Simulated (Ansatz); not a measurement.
Input file for Ansatz (a quantum-chemistry and plane-wave program): SC-NEVPT2 on SA-CASSCF(12,8)/cc-pVQZ on O2 (SMILES O=O), 2S+1 = 3, a spin state set in the input, which need not be the lowest.

Ansatz 0.2 input:
```yaml
crystal:
  periodic: [false, false, false]
  atoms:
    - {symbol: O, position_ang: [-0.00000000, -0.00000000, -0.60227186]}
    - {symbol: O, position_ang: [0.00000000, 0.00000000, 0.60227186]}
basis:
  gaussian:
    orbitals: cc-pVQZ
magnetization: {spin_polarized: false, initial_magnetization: 2}
correlation: {method: sc_nevpt2, electrons: outside_noble_gas, active_space: {window: {electrons: 12, orbitals: 8}, states: [{multiplicity: 1, weights: [1]}, {multiplicity: 3, weights: [1]}]}}
output: {orbitals: {seedname: ./end}}
```

It printed:

```
WARN ansatz: RAYON_NUM_THREADS=2 ignored (pool sized by the plan → 2); use --threads N
Functional definition: HF
integrals: 0.09 GiB planned
1377 factors; integrals over basis functions are off by at most 1.4e-7 eV
mean field: 0.31 GiB planned
mean field evaluation 1: about -4072.0725 eV, gradient 1.6e1 eV
mean field evaluation 2: about -4072.0742 eV, gradient 1.6e1 eV
mean field evaluation 4: about -4072.5787 eV, gradient 7.9e-1 eV
mean field evaluation 8: about -4072.5808 eV, gradient 1.2e-4 eV
mean field evaluation 16: about -4072.5857 eV, gradient 2.3e-1 eV
mean field evaluation 32: about -4072.5808 eV, gradient 2.3e-6 eV
mean field -4072.58666637 eV, -149.6647994908 hartree, gradient 1.2e-6 eV, S^2 2.000000; 4 other end points of the search recorded, 0 dependent functions left out
reference -4072.58075452 eV, -149.6645822344 hartree; 9, 7 occupied and 101, 103 virtual orbitals, 1377 factors
configuration interaction: 0.22 GiB planned
configuration interaction: 0.00 GiB planned
state -4074.44569038 eV, -149.7331173629 hartree
state -4074.44569038 eV, -149.7331173629 hartree; corrected -4084.01181219 eV, -150.0846658555 hartree
configuration interaction: 0.00 GiB planned
state -4075.40218914 eV, -149.7682680442 hartree
state -4075.40218914 eV, -149.7682680442 hartree; corrected -4084.97973547 eV, -150.1202363796 hartree
Total energy: -4084.49577383 eV, -150.1024511176 hartree
```

The run converged. The last total energy is the mean of the averaged states.

Cost: very roughly 10 core-seconds.
